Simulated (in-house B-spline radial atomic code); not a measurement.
# Excitations of Br⁵⁺ by several methods

Full response, energies in eV; labels give the largest channel, * marks a mixed state, a dash one above the method's threshold, and an imaginary frequency an unstable closed-shell reference. Computed with a B-spline radial code for spherical atoms: linear response of the closed shell [Ar] 3d10 4s2 with each method's own kernel (bare exchange for TDHF, static screening on G0W0 levels for BSE, the adiabatic kernel for functionals); non-relativistic, point nucleus, no spin-orbit coupling, no double excitations, S, P, D and F terms only; shells from n = 2 respond. Only terms of natural parity with L up to 3 were computed.

Without relativity these are model numbers for so heavy an element.

| method | 4s → 4p 3P | 4s → 4p 1P | 4s → 4d 3D | α (bohr³) |
| --- | --- | --- | --- | --- |
| TDHF | 10.363 | 17.108 | 34.97 | 4.259 |
| BSE on G0W0@HF | 11.921 | 17.955 | 37.26 | 3.84 |
| LDA VWN5 | 13.049 | 18.347 | 35.88 | 3.685 |
| PBE | 12.689 | 18.167 | 35.23 | 3.769 |
| PBE0 | 12.218 | 17.838 | 35.28 | 3.907 |
| B3LYP (VWN-RPA) | ? | ? | ? | ? |
| CAM-B3LYP | 12.386 | 18.121 | 35.44 | 3.788 |
| LC-wPBE | 12.155 | 17.805 | 35.49 | 3.898 |
| wB97X | 13.238 | 18.066 | 36.54 | 3.808 |
| HSE06 | ? | ? | ? | ? |
| BHandHLYP | 11.855 | 17.820 | 35.26 | 3.924 |
| BLYP | 12.685 | 18.398 | 35.07 | 3.68 |
| PBEsol | 12.514 | 18.063 | 35.20 | 3.804 |
| BP86 | 12.583 | 18.118 | 35.24 | 3.786 |
| LDA exchange-only | 12.289 | 18.344 | 34.97 | 3.694 |
| B97-1 | 12.783 | 17.906 | 35.88 | 3.879 |
| RPBE | 12.341 | 17.934 | 34.88 | 3.865 |
| OLYP | 11.475 | 17.652 | 34.13 | 3.978 |

Task: What does B3LYP (VWN-RPA) give?

Result: 4s → 4p 3P: 12.433; 4s → 4p 1P: 18.150; 4s → 4d 3D: 35.28; α: 3.779 (eV, bohr³).

Task: What does HSE06 give?

Result: 4s → 4p 3P: 12.317; 4s → 4p 1P: 17.908; 4s → 4d 3D: 35.39; α: 3.879 (eV, bohr³).
